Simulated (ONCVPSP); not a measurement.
# S (Z = 16), ONCV: configuration errors across variants

* Element: S
* Generator: ONCVPSP 4.0.1
* Type: optimised norm-conserving Vanderbilt (ONCV)
* Functional: PBE
* Relativity: non-relativistic
* Frozen core: [Ne]
* Valence charge: 6
* Reference configuration: 3s2 3p4
* Partial waves: 3s: rc 1.45 bohr, ncon 4, nbas 7, qcut 4 1/bohr, 2 projectors, debl 3.2 Ha; 3p: rc 1.70 bohr, ncon 4, nbas 7, qcut 5.9 1/bohr, 2 projectors, debl 2 Ha; d scattering state at 0.08 Ha: rc 1.35 bohr, ncon 4, nbas 7, qcut 8.2 1/bohr, 1 projector
* Local potential: polynomial inside 1.25 bohr (lpopt 5, dvloc0 0 Ha)
* Core correction: polynomial model core, fcfact 0.35

All-electron excitation energies from the reference (eV): (1) 3s2 3p3 11.782; (2) 3s2 3p2 34.078; (3) 3s2 3p1 68.128; (4) 3s1 3p4 22.524.

Errors AE − PS in meV (a dash: test not solved or not reliable):

| change | (1) | (2) | (3) | (4) | bound ghosts | GHOST(+) flags above zero |
| --- | --- | --- | --- | --- | --- | --- |
| base | +1.7 | +15 | +58 | +0.2 | none | s |
| all radii but the core radius scaled by about 0.77 (s 1.12, p 1.30, d 1.04 bohr); local potential polynomial inside 0.96 bohr (lpopt 5, dvloc0 0 Ha) | +1.6 | +14 | +54 | +1.0 | none | s |
| all radii but the core radius scaled by about 0.87 (s 1.26, p 1.48, d 1.18 bohr); local potential polynomial inside 1.08 bohr (lpopt 5, dvloc0 0 Ha) | +1.8 | +15 | +59 | +1.4 | none | none |
| all radii but the core radius scaled by about 1.09 (s 1.58, p 1.86, d 1.48 bohr); local potential polynomial inside 1.36 bohr (lpopt 5, dvloc0 0 Ha) | +1.6 | +14 | +54 | -2.9 | none | s |
| all radii but the core radius scaled by about 1.15 (s 1.66, p 1.96, d 1.56 bohr); local potential polynomial inside 1.44 bohr (lpopt 5, dvloc0 0 Ha) | +1.6 | +13 | +52 | -5.6 | none | none |
| all radii but the core radius scaled by about 1.23 (s 1.78, p 2.08, d 1.66 bohr); local potential polynomial inside 1.54 bohr (lpopt 5, dvloc0 0 Ha) | +1.6 | +13 | +53 | -12 | none | s |
| all radii but the core radius scaled by about 1.31 (s 1.90, p 2.22, d 1.78 bohr); local potential polynomial inside 1.64 bohr (lpopt 5, dvloc0 0 Ha) | +1.5 | +13 | +52 | -19 | none | s |

Task: Give the same row for: all radii but the core radius scaled by about 0.92 (s 1.34, p 1.56, d 1.24 bohr); local potential polynomial inside 1.14 bohr (lpopt 5, dvloc0 0 Ha).

Result: +1.8, +15, +59, +1.4; bound ghosts: none; GHOST(+) flags above zero: s.
